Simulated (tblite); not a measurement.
C5H13O2P.
Geometry (GFN2-xTB, Å), atoms numbered from 1 in this order:
```
atom  x, y, z in Å
C1    -2.7461    0.9823    1.0294
O2    -1.6305    0.6494    0.2479
C3    -1.9388    0.0821   -1.0041
C4    -0.6071   -0.4082   -1.5556
P5     0.4068   -0.9042   -0.0619
C6     1.3973    0.6895    0.0902
O7     2.2690    0.7298    1.1838
C8     3.2571   -0.2660    1.1578
H9    -3.3814    0.1070    1.2103
H10   -3.3470    1.7613    0.5440
H11   -2.3623    1.3544    1.9768
H12   -2.4196    0.8240   -1.6597
H13   -2.6345   -0.7593   -0.8703
H14   -0.7460   -1.2697   -2.2087
H15   -0.0922    0.3797   -2.1103
H16    1.3742   -1.5612   -0.8544
H17    0.6827    1.5002    0.2499
H18    1.9451    0.8612   -0.8539
H19    2.8114   -1.2649    1.2519
H20    3.8408   -0.2246    0.2292
H21    3.9120   -0.0799    2.0071
```

All values are computed: GFN2-xTB (tblite) harmonic vibrations without scaling, gas phase. The method is semi-empirical: single wavenumbers can be off by several per cent or more. Modes of hydrogen on phosphorus can be 10 to 20 % off. One conformer, not necessarily the lowest.

Harmonic wavenumbers (cm⁻¹): 43.0, 77.8, 79.0, 102.4, 129.5, 170.1, 204.2, 220.5, 239.9, 288.3, 349.9, 440.2, 502.4, 686.9, 709.1, 759.8, 788.6, 890.3, 949.5, 960.0, 973.5, 989.5, 1064.0, 1107.5, 1125.3, 1130.0, 1131.4, 1136.5, 1140.7, 1182.6, 1203.3, 1235.7, 1246.1, 1256.2, 1337.4, 1402.9, 1404.4, 1414.9, 1436.9, 1465.9, 1467.9, 1483.8, 1485.3, 1495.1, 2175.5, 2784.1, 2849.9, 2884.6, 2887.4, 2903.3, 2908.5, 2925.3, 2948.1, 2970.0, 2988.1, 3023.9, 3034.0.

A = 2964, B = 893.8, C = 764.9 MHz; mass 136.065 u (most abundant isotopes); point group C1, symmetry number 1.

Question: Zero-point energy?

Answer: ½Σν̃ = 38095 cm⁻¹ = 455.72 kJ/mol.

Question: Give the ideal-gas entropy at 350 K and 1 bar in the rigid-rotor, harmonic-oscillator model (classical rotation).

Answer: Translation 173.46, rotation 125.23, vibration 166.09: S = 464.8 J/(mol K).

Question: And Cp and H(350 K) − H(0)?

Answer: Cp = 189.61 J/(mol K), of which vibrations give 156.35 (their classical limit is 57 R = 473.9); H(350 K) − H(0) = 40.75 kJ/mol without the zero-point energy, 29.11 from vibrations.

Question: What must be added to the electronic energy to get the Gibbs energy at 350 K and 1 bar?

Answer: ZPE + [H(350 K) − H(0)] − T·S = 455.72 + 40.75 − 162.67 = 333.80 kJ/mol.

Question: Blend soft modes into free rotors: weight 1/[1 + (100 cm⁻¹/ν̃)⁴] for the oscillator and the rest for a rotor with moment μB/(μ + B), μ = h/(8π²ν), B = 10⁻⁴⁴ kg m². What vibrational entropy results?

Answer: 151.58 J/(mol K) in place of 166.09, which changes −T·S at 350 K by +5.08 kJ/mol.

Question: Which modes carry the vibrational entropy at 350 K?

Answer: 43.0 cm⁻¹: 22.73; 77.8 cm⁻¹: 17.83; 79.0 cm⁻¹: 17.70; 102.4 cm⁻¹: 15.57; 129.5 cm⁻¹: 13.65; 170.1 cm⁻¹: 11.46 J/(mol K); the other 51 give 67.15 together.

Hindered rotation and anharmonicity are outside this model. Other conformers, if any are populated, would add a mixing term that is left out. The structure is chiral; the term R ln 2 for an equal mix with its mirror image is left out.
